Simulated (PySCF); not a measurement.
Computed IR spectrum (relative IR intensity) of a molecule H9Si4, multiplicity 2. The structure is a stationary point at PBE-D3(BJ)/def2-SVP. The values are those of a single conformer. The numbers are results of PySCF with PBE-D3(BJ)/def2-SVP, not measurements. Frequencies are harmonic and unscaled.

Lines under 2 % of the strongest are left out, and lines within 2 cm⁻¹ are merged.

ν (cm⁻¹): 283 (w), 441 (w), 452 (vw), 629 (vs), 713 (vw), 827 (vs), 867 (m), 875 (m), 878 (m), 901 (w), 904 (m), 2125 (m), 2138 (m), 2140 (m), 2146 (m), 2159 (m), 2164 (m), 2169 (s) (against the strongest line: vs over 80 %, s over 45 %, m over 15 %, w over 4 %, vw less)

### Question
Identify the compound among the candidates.
A. [SiH2][SiH]([SiH3])[SiH3]
B. [SiH3][SiH][SiH2][SiH3]
C. [SiH2][SiH2][SiH2][SiH3]
D. [SiH3][Si]([SiH3])[SiH3]

### Answer
C, [SiH2][SiH2][SiH2][SiH3]
